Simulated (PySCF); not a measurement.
## Heteronuclear NMR

Atom-mapped SMILES (the numbers label the heavy atoms): `[SiH3:1][SiH2:2][c:3]1[cH:4][cH:5][cH:6][cH:7][n:8]1`. Hydrogens are named by the atom that carries them.

Computed data (PySCF 2.14): NMR shieldings at PBE0/pcSseg-1/GIAO, structure optimised with GFN2-xTB. In vacuum, no relativistic terms, fast rotation and ring inversion assumed for equivalent nuclei, one conformer.

Q: Where does ²⁹Si resonate?

A: 
```
atoms                   environment  σ (ppm)  δ (ppm)
  Si2  silicon bonded to C, Si, 2 H    424.3    -68.8
  Si1     silicon bonded to Si, 3 H    465.2   -102.4
```

Shieldings were converted by a linear fit to measured shifts: ²⁹Si: δ = 279.94 − 0.822σ (rms 8.9 ppm, 72 shifts, 25.8 ppm with the 6 outliers that the fit left out vs TMS, solution or neat liquid). Occasional misses reach two or three times the rms, and more in compound classes unlike the fitted ones.

On a 300 MHz spectrometer ²⁹Si resonates near 59.6 MHz, so 1 ppm is 59.6 Hz.

Q: Where does ¹⁵N resonate?

A: 
| atoms | environment | σ (ppm) | δ (ppm) |
| --- | --- | --- | --- |
| N8 | pyridine-type ring nitrogen | -115.1 | -42.0 |

Shieldings were converted by a linear fit to measured shifts: ¹⁵N: δ = -148.07 − 0.921σ (rms 6.3 ppm, 71 shifts vs CH3NO2, solution or neat liquid). Occasional misses reach two or three times the rms, and more in compound classes unlike the fitted ones.

On a 400 MHz spectrometer ¹⁵N resonates near 40.5 MHz, so 1 ppm is 40.5 Hz.
